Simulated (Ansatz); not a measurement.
`CCC(=O)CC=O`, charge 0, multiplicity 1.

(1) Give a relaxed structure at PBE0-D4/def2-TZVP (Ansatz 0.2.0). (Best estimate.)

## Answers

(1) Ansatz gave: 
Z-matrix (Å, degrees):
```
C
C 1 1.513
H 1 1.091 2 110.9
H 1 1.091 2 110.9 3 119.1
H 1 1.091 2 110.7 3 -120.5
C 2 1.504 1 113.9 3 -59.3
H 2 1.098 1 111.7 3 62.3
H 2 1.098 1 111.9 3 179.2
C 6 1.520 2 116.4 1 -177.7
O 6 1.205 2 123.3 1 0.5
C 9 1.509 6 109.5 2 115.0
H 9 1.090 6 113.5 2 -7.7
H 9 1.095 6 106.8 2 -129.1
O 11 1.198 9 123.8 6 -127.1
H 11 1.108 9 114.4 6 52.2
```
This is one stationary point; other conformers may exist.
